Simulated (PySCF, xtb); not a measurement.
sulfur trioxide anion (O3S), SMILES O=S(=O)=O (connectivity only; charge and spin as stated), charge -1, multiplicity 2.

Harmonic wavenumbers (cm⁻¹) from xtb with GFN2-xTB at its own minimum, in rising order: 436, 436, 507, 935, 1021, 1022.

### Question
What does B3LYP-D3(BJ)/def2-SVPD in PySCF give at its own minimum? (An estimate is asked for; the answer gives what the named calculation found.)

### Answer
436, 436, 536, 913, 1062, 1062. Paired by order, the mean absolute difference is 22 cm⁻¹ and the zero-point energies are 6.2 and 6.4 kcal/mol.
